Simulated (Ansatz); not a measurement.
`C/C=C\C[SiH3]`, charge 0, multiplicity 1.

(1) Give a relaxed structure at PBE0-D4/def2-TZVP (the Gaussian-basis code of Ansatz). (Best estimate.)

Results:

(1) The calculation gave: 
Z-matrix (Å, degrees):
```
C
C 1 1.490
H 1 1.095 2 110.9
H 1 1.095 2 110.7 3 118.1
H 1 1.090 2 112.8 3 -121.3
C 2 1.332 1 127.0 3 123.1
H 2 1.087 1 115.7 3 -57.0
C 6 1.492 2 127.1 1 1.4
H 6 1.087 2 117.5 1 178.9
Si 8 1.885 6 110.4 2 95.7
H 8 1.094 6 110.6 2 -144.6
H 8 1.093 6 112.3 2 -25.1
H 10 1.487 8 110.0 6 55.3
H 10 1.490 8 111.0 6 175.5
H 10 1.487 8 109.7 6 -64.2
```
This is one stationary point; other conformers may exist.
